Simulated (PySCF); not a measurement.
Species: C7H6S.
Numbering: `[SH:1][CH:2]1[c:3]2[cH:4][cH:5][cH:6][cH:7][c:8]21` (hydrogens: H9 on S1; H10 on C2; H11 on C4; H12 on C5; H13 on C6; H14 on C7)

Cartesian coordinates in Å at the GFN2-xTB level; atoms count from 1:
```xyz
14
C7H6S angstrom
S      3.136    0.619    0.473
C      1.864   -0.510   -0.172
C      0.601    0.003   -0.747
C     -0.465    0.572   -1.369
C     -1.664    0.408   -0.650
C     -1.725   -0.231    0.578
C     -0.593   -0.770    1.217
C      0.540   -0.633    0.480
H      2.291    1.562    0.886
H      2.361   -1.375   -0.594
H     -0.433    1.097   -2.311
H     -2.575    0.805   -1.072
H     -2.682   -0.310    1.072
H     -0.657   -1.238    2.188
```

The closed-shell SCF was solved with PySCF and density fitting under several settings on one GFN2-xTB geometry (grid level 2 and gas phase unless stated).

```tsv
settings	basis functions	SCF cycles	E (Eh)	HOMO (eV)	LUMO (eV)	dipole (D)
PBE0/pcSseg-1	173	14	-667.9326	-6.83	-0.86	2.06
PBE0/def2-SVPD	215	14	-667.6870	-6.86	-0.92	2.02
BHandHLYP/6-31++G**	184	13	-668.2655	-7.84	0.10	2.05
KT2/6-311+G(2d,p), IEF-PCM dichloromethane, start guess vsap, level shift 0.3 Eh	260	23	-676.6307	-5.80	-1.68	2.48
wB97X-D/MINI, damping 0.2 at the start, DIIS from the seventh cycle, fitting basis def2-universal-jkfit	50	11	-664.1093	-10.20	-1.09	1.93
wB97X/def2-SVPD, IEF-PCM cyclohexane, grid level 4	215	14	-668.0706	-9.25	1.13	2.24
PW91/pcSseg-1	173	14	-668.2874	-5.63	-1.77	1.96
```

Estimate the row for these settings: HF/def2-SVPD, IEF-PCM acetone.

| settings | basis functions | SCF cycles | E (Eh) | HOMO (eV) | LUMO (eV) | dipole (D) |
| --- | --- | --- | --- | --- | --- | --- |
| HF/def2-SVPD, IEF-PCM acetone | 215 | 12 | -665.6868 | -8.92 | 2.31 | 2.54 |

Over all rows, what range does the HOMO–LUMO gap span?

From 3.86 eV (PW91/pcSseg-1) to 11.23 eV (HF/def2-SVPD, IEF-PCM acetone). The functional of the narrowest has no exact exchange, that of the widest 100 % exact exchange.

And the dipole moment?

From 1.93 D (wB97X-D/MINI, damping 0.2 at the start, DIIS from the seventh cycle, fitting basis def2-universal-jkfit) to 2.54 D (HF/def2-SVPD, IEF-PCM acetone); the largest is 1.32 times the smallest, and the median is 2.05 D.

Compare two rows with the functional PBE0: PBE0/pcSseg-1 and PBE0/def2-SVPD. Which energy is lower, and by how much?

PBE0/pcSseg-1 (173 functions) lies 0.2456 Eh or 154 kcal/mol below PBE0/def2-SVPD (215 functions). The smaller set gives the lower energy; the two sets aren't nested, so the variational bound doesn't order them by size.

wB97X-D ran without the empirical dispersion term, which would shift the total energy alone. Cycle counts include a coarse-grid stage where the run had one. All basis functions are spherical, in the Pople sets too. KT2 was designed for NMR shieldings or shifts; total energies of different functionals aren't comparable. One conformer (not necessarily the lowest) at the GFN2-xTB geometry, without vibrations or thermal averaging.
